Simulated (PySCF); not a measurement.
**State search for TeBr**

Unrestricted PBE0; Te cc-pVTZ-PP with ECP28, Br cc-pVTZ-PP with ECP10; scalar-relativistic core potentials (PySCF 2.14). Outer shells of the fragments: Te 4d10 5s2 5p4; Br 3d10 4s2 4p5.

Followed along the bond (rough minima from three points):

```json
{"2Ms+1": "2", "unpaired": "π ↑", "⟨S²⟩ at the start": "0.75", "R at minimum (Å)": "2.47", "Te (eV)": "0.00"}
{"2Ms+1": "4", "unpaired": "σ ↑, π ↑↑", "⟨S²⟩ at the start": "3.75", "R at minimum (Å)": "none in the scan", "Te (eV)": "≤ 1.21"}
```

Solutions found at the starting distance of 2.435 Å, counted from the lowest of them; the search is not exhaustive and high or unbound solutions are not listed, so other states can lie among these:

```
2Ms+1   unpaired   term  E (eV)  ⟨S²⟩  ⟨Lz²⟩  μ (D)
    2        π ↑     ²Π    0.00  0.75   1.01  -0.90
    4  σ ↑, π ↑↑    ⁴Σ⁻    1.66  3.75   0.00  -1.49
    2  σ ↓, π ↑↑  mixed    2.15  1.76   0.00  -1.29
    2  σ ↑, π ↑↓  mixed    2.17  1.76   2.02  -1.24
    2        σ ↑  mixed    3.01  0.76   2.01  -0.81
    4  σ ↑, π ↑↑  mixed    4.71  3.76   2.02   2.72
    4  σ ↑↑, π ↑     ⁴Π    5.26  3.76   1.01   0.77
    2        π ↑     ²Π    5.74  0.83   1.01  -0.84
```

A term symbol is given only where ⟨S²⟩ and ⟨Lz²⟩ are close to those of a pure state; real π, δ and φ orbitals otherwise mix terms. A positive dipole means Te(−)Br(+).

Spin–orbit coupling is left out. Counting both spins, an empty level lies below a filled one in some of these solutions, because spin and occupation are held.
